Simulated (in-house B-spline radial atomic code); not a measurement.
RPA and G0W0 on TPSS: Ru3+

Configuration [Kr] 4d5, highest spin, mean-field start TPSS. Computed with an all-electron radial atomic-structure program (B-spline basis): all electrons, scalar-relativistic (spin-free one-electron X2C), finite nucleus, each spin shell either full or empty, empty states to l = 9 with an (l + 1/2)⁻⁴ tail; G0W0 by contour deformation at full frequency.

Command:
```bash
python run_gw.py task.json out
```
Settings (radii: box in bohr, nucleus in fm):
```
Z                        44
electrons                41
configuration            [Kr] 4d5
hamiltonian              x2c
method                   tpss,tpss
lmax                     9
rms_radius               4.4809
spin_polarised           True
box_radius               14.14
intervals                68
```

Time taken, with all properties: 3.1 s on 1 thread of Arm Neoverse V2 (shared host).

Energies (hartree):

| term | value |
| --- | --- |
| mean-field total | -4528.26211 |
| Hartree-Fock functional on these orbitals | -4526.27219 |
| direct second order | -3.4892 |
| second-order exchange | 1.0097 |
| SOSEX correction | 0.94264 |

Task: What is the RPA correlation energy, and what remains with SOSEX?

Result: RPA gives -3.0922 hartree (-2.05 eV per electron); RPA + SOSEX gives -2.1496, and the second-order doubles -2.4795 hartree (no singles). SOSEX takes back 30 % of the RPA value.

Quasi-particle levels (eV):

```
  level  occupied  mean field  Σx - vxc     Σc  QP weight     G0W0
  4d up       yes      -38.86     -7.28      ?          ?        ?
4p down       yes      -78.31     -8.61   0.70      0.898   -86.21
4d down        no      -34.52      9.64  -3.99      0.929  -28.872
```

G0W0 = mean field + (Σx - vxc) + Σc, with Σc (partial-wave tail included) taken at the quasi-particle energy. Only the outer levels were computed. Levels of low weight are left out.

Task: Where does G0W0 put 4d up?

Result: At -46.04 eV, with Σc = 0.10 eV and a quasi-particle weight of 0.920. The tabulated removal energy is 45 ± 1.7 eV (NIST, tabulated theory); the calculation leaves out spin-orbit coupling, Breit and QED terms, and what these don't explain is the method's own error.
